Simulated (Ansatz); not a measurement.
`C#[C][Sn]([F])([F])[Cl]` + `C[O][SnH2][Br]` → `[F][Sn]([F])([Cl])[Br]` + `C#[C][SnH2][O]C`  (redistribution)

Program: Ansatz. Geometries: PBE0-D4/def2-TZVP. ΔE: electronic, gas phase. CCSD(T)/CBS is the MP2 limit (def2-TZVPP, def2-QZVPP) plus CCSD(T) − MP2 in def2-TZVPP, frozen cores. Functionals use def2-TZVPP. B3LYP here is the variant with VWN-RPA as its local correlation; programs differ in this. Elements past krypton have def2 core potentials. For Br, Sn outer-core shells are correlated without core-valence functions, which leaves a few kJ/mol of doubt a bond. Scalar relativity is left out up to krypton. Each species was taken in one conformer, which may not be the lowest.

```csv
level,ΔE (kJ/mol),difference from CCSD(T)/CBS
PBE-D4,12.1,-3.7
B3LYP-D4,13.7,-2.1
ωB97M-V,14.8,-1.0
B2PLYP,15.1,-0.7
PBE,12.7,-3.1
r2SCAN,13.7,-2.1
r2SCAN0,15.4,-0.4
MP2/def2-SVP,17.6,1.8
SCS-MP2/def2-TZVPP,15.5,-0.3
HF/def2-QZVPP,19.2,3.4
CCSD(T)/CBS,15.8,0
```

Largest T1 diagnostic among the species: 0.014.

From BLYP to BHLYP (50 % exact exchange), in def2-TZVPP and without D4, ΔE moves by +3.9 kJ/mol. Leaving LDA and LC-ωPBE aside and taking each functional with its dispersion term where it has one, the values, not all of them listed here, spread over 4.8 kJ/mol, from revPBE-D4 to BHLYP-D4.

CCSD(T)/CBS has its own doubt, a few kJ/mol and more with outer-core shells, so smaller differences from it don't rank the levels.
